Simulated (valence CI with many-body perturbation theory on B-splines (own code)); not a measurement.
## Te IV in three bases

Computed by valence CI with perturbative core correlation (CI+MBPT): three valence electrons over a frozen Dirac-Fock core [Kr] 4d10, a basis of 9 s, 9 p, 8 d, 6 f, 3 g, 1 h functions for each j, with the one-electron correlation potential Σ1 (screened to all orders), the two-electron term Σ2, the three-electron term Σ3, Breit, model QED; selected single and double excitations, second order for the rest, scaled by the run's own slope (own B-spline code, finite nucleus).

Set against measurement, 9 paired levels are off by 310 cm⁻¹ on average, the worst by 637. These come from a selection out of Moore, Atomic Energy Levels, vol. III, NSRDS-NBS 35 (1971 reprint of NBS Circular 467, 1958), an old analysis. Levels without a partner in it may be off by more.

The reference run has the lowest level 5s²5p ²P°_1/2 and an ionisation energy of 37.6379 eV. Its largest variational space holds 10666 state functions.

Names give the largest LS component (configuration and term), which can be under half, so a name can repeat, a term be missing and a line seem to break the LS rules; names also repeat where a configuration has a term twice.

Changed runs:
A. basis 6 s, 6 p, 5 d, 3 f, 1 g
B. basis 5 s, 5 p, 4 d, 2 f

Excitation energies of the reference run in cm⁻¹, and shifts in cm⁻¹:

```tsv
Level	Reference	A	B
5s²5p ²P°_3/2	9227	-4.9	-13
5s5p² ⁴P_1/2	69155	-85	-262
5s5p² ⁴P_3/2	73458	-91	-278
5s5p² ⁴P_5/2	77984	-82	-256
5s5p² ²D_3/2	92610	+14	+28
5s5p² ²D_5/2	94647	+7.8	+8.6
5s5p² ²P_1/2	109735	+84	+297
5s5p² ²S_1/2	119145	+84	+296
5s5p² ²P_3/2	120370	+68	+244
5s²5d ²D_3/2	127850	+93	+393
5s²5d ²D_5/2	128640	+93	+393
5s²6s ²S_1/2	133895	-16	-138
Ionisation energy (eV)	37.6379	-0.0132	-0.0371
```
